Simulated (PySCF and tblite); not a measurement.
Results of a calculation; reference values are marked as such.
System: C6H10Si, numbered as in [CH3:1][SiH2:2][CH:3]1[CH:4]=[CH:5][CH:6]=[CH:7]1.

Geometries: GFN2-xTB; energies: PBE0/pcSseg-1 + D3(BJ); zero-point and thermal terms from GFN2-xTB harmonic modes (soft modes blended into free rotors). Rates follow Eyring's equation with the number of equivalent paths and no tunnelling. (PySCF 2.14 with density fitting, tblite 0.8.)

How high is the barrier to the rotation about the Si2–C3 bond (torsion C1–Si2–C3–C4 from 56° to -66°, falling), through which structure does it pass, and what rate follows at 298 K?

The electronic barrier is 4.1 kcal/mol and ΔG‡(298 K) 4.8 kcal/mol, over a C1 saddle with an imaginary mode of 62i cm⁻¹ (GFN2-xTB). With 2 equivalent paths, k is 3.7×10⁹ s⁻¹, a mean lifetime of the start of 270 ps against this motion. The end lies 0.7 kcal/mol above the start in free energy.
